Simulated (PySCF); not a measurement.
Simulated Si 2p region for [(Cl)3Si]2NH, Cl6HNSi2, binding energy against the vacuum level.

Every computed line was given a Gaussian of 1.0 eV full width at half maximum and an area set by the number of equivalent atoms (split 2:1 within a doublet); the highest printed point is 100. Method: delta-SCF UKS SCAN, pcX-2 on the ionised atom, pcseg-1 elsewhere, spin-free X2C (PySCF).

binding energy (eV), intensity and a bar:
```
    108.5          0 
    108.6          1 
    108.7          1 
    108.8          2 #
    108.9          4 #
    109.0          7 ##
    109.1         11 ###
    109.2         17 #####
    109.3         26 ########
    109.4         36 ###########
    109.5         48 ##############
    109.6         61 ##################
    109.7         74 ######################
    109.8         85 ##########################
    109.9         94 ############################
    110.0         99 ##############################
    110.1        100 ##############################
    110.2         98 #############################
    110.3         93 ############################
    110.4         86 ##########################
    110.5         77 #######################
    110.6         68 ####################
    110.7         58 #################
    110.8         48 ##############
    110.9         38 ###########
    111.0         30 #########
    111.1         22 #######
    111.2         15 #####
    111.3         10 ###
    111.4          7 ##
    111.5          4 #
    111.6          2 #
    111.7          1 
    111.8          1 
    111.9          0 
    112.0          0
```

**Question.** How many maxima does the curve show, and how many computed lines lie under it?

**Answer.** The curve has 1 maximum (at 110.1 eV). Under it lie 2 lines from 1 inequivalent silicon site, drawn as a 2p3/2, 2p1/2 pair. At this width some lines have no maximum of their own.

**Question.** Decompose the envelope and assign each component. Bonds: Si1–Cl2, Si1–Cl3, Si1–Cl4, Si1–N5, N5–Si6, Si6–Cl7, Si6–Cl8, Si6–Cl9. Hydrogens: H10 on N5.

**Answer.** 
```tsv
position (eV)	relative area	line	atoms	environment
109.96	1.33	Si 2p3/2	Si1/Si6	silicon bonded to 3 Cl and N
110.58	0.67	Si 2p1/2	Si1/Si6	silicon bonded to 3 Cl and N
```

The curve has no shake-up lines and no vibrational structure. Atoms equivalent by their bonding share one computed value, that of the first of them. The 2p values add to the ΔSCF energy of one spin-free hole a correction within the shell (spin–orbit coupling, ligand field). 2p1/2 minus 2p3/2 (ligand field included): Si 0.63 eV. Geometry: PBE0-D3(BJ)/def2-SVP; no solvent, vibrations or thermal averaging.

On one thread of an Intel Xeon at 2.70 GHz, no GPU, shared host with 64 logical CPUs at a one-minute load of 53, this took 53 s of wall time and 0.76 GiB of memory at its peak.
